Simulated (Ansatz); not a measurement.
The same path of Cl3H4N2Ta + H2 (12 atoms, charge 0, multiplicity 1) was run twice with different band settings. Lost on the way: H11–H12. Made: Ta1–H11, N2–H12.

Theory: RKS revPBE-D4/def2-SVP (Ansatz).

Relaxed end points:

```xyz
12
Properties=species:S:1:pos:R:3
Ta 0.014 0.472 0.054
N 1.924 0.235 -0.232
H 2.622 -0.026 0.471
H 2.354 0.334 -1.160
N -0.263 0.147 2.000
H -0.602 -0.741 2.385
H -0.351 0.899 2.693
Cl -0.998 0.997 -2.014
Cl -0.072 2.757 0.680
Cl -0.749 -1.769 -0.155
H 1.938 -3.081 -0.646
H 2.671 -3.289 -0.740
```

```xyz
12
Properties=species:S:1:pos:R:3
Ta -0.131 -0.173 -0.037
N 2.226 -0.157 -0.339
H 2.698 -0.233 0.572
H 2.570 0.706 -0.784
N 0.063 -0.462 1.919
H 0.281 -1.316 2.439
H -0.236 0.279 2.570
Cl 0.004 -0.910 -2.297
Cl 0.421 2.142 0.099
Cl -2.467 -0.185 -0.072
H 0.531 -1.803 0.179
H 2.530 -0.954 -0.913
```

Common settings: climbing image yes; spring 5.0 eV/Å²; optimiser quadratic models (default); start path through a guess of the saddle point; force threshold 0.05 eV/Å; iteration limit 60; end points relaxed.

| run | movable images |
| --- | --- |
| 1 | 7 |
| 2 | 2 |

Problem. What does each run give, and how far can it be trusted?

Solution. Run 1: converged after 22 iterations, highest image 0.995 eV above the first end. A vibrational analysis at the climbing image gives one clearly imaginary mode, 1138i cm⁻¹: a first-order saddle point.
Run 2: converged after 30 iterations, highest image 0.996 eV above the first end. Another band between the same ends (7 images) ends at a top of the same energy, where a vibrational analysis finds 1 clearly imaginary mode. So few images can step over the top or miss a turn of the path.
The orbitals stay closed-shell, which can raise the energy where a bond breaks towards radicals; this wasn't checked here.
